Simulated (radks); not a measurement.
Values are calculated unless marked as measured or tabulated.
Question: The mean radii <r> (bohr) of the occupied orbitals of an atom or ion are listed with their occupations. Level of theory: scalar-relativistic Kohn-Sham, r2SCAN, spin-polarised, spherical densities, finite nucleus; meta-GGA in the generalised Kohn-Sham scheme; Fermi nuclear charge, rms radius of each element as measured or else 0.836 A^(1/3) + 0.57 fm (a radial shooting solver on a logarithmic mesh with Libxc functionals).

orbital  occ.      <r>
1s down     1  0.03610
1s up       1  0.03610
2s up       1   0.1579
2s down     1   0.1579
2p up       3   0.1377
2p down     3   0.1377
3s up       1   0.4421
3s down     1   0.4422
3p up       3   0.4451
3p down     3   0.4451
3d up       5   0.4330
3d down     5   0.4330
4s up       1    1.164
4s down     1    1.155
4p up       3    1.299
4p down     3    1.284
4d up       3    1.828

Name the element and its charge. Open shells, if any, are filled with parallel spins first.

Answer: Z = 41, niobium, charge +2: Nb2+ in [Kr] 4d3. The 1s radius gives Z: for a bare nucleus <r> = (2 gamma + 1)/(2Z) with gamma = sqrt(1 - (Z/c)^2), 0.03547 bohr for Z = 41, and screening makes it slightly larger (0.03610 here). The occupations add up to 39, and the charge is Z minus that.
